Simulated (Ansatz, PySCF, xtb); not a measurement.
Noncovalent pair: HCl (SMILES Cl) (first 2 atoms) with GeH4 (SMILES [GeH4]); geometry from B3LYP-D3(BJ)/def2-TZVP.
(charge 0, multiplicity 1):
```xyz
7

Cl    -0.8399     0.8249    -0.4813
H     -1.0773     0.2103     0.6224
Ge     0.2133    -0.0796     3.3787
H      0.1856     1.4439     3.5504
H     -0.9933    -0.5034     2.5156
H      0.0983    -0.7720     4.7428
H      1.5025    -0.5109     2.6693
```

Counterpoise-corrected where a basis set is named; no monomer relaxation. Rows marked so take none.

Rows in STO-3G carry no dispersion term and start afresh at each structure; the Pople sets are all-electron and without relativity.

Run with Ansatz (a quantum-chemistry and plane-wave program); PySCF for STO-3G rows, the dispersion terms; xtb for the GFN methods. Values without a source in brackets are computed.

Task: What interaction energy does CAM-B3LYP-D3(BJ)/def2-TZVPPD give?

Result: -1.2 kcal/mol

Task: What is the computed interaction energy (HF/STO-3G (no counterpoise))?

Result: 0.5 kcal/mol

Task: What is the computed interaction energy (GFN1-xTB)?

Result: -3.4 kcal/mol
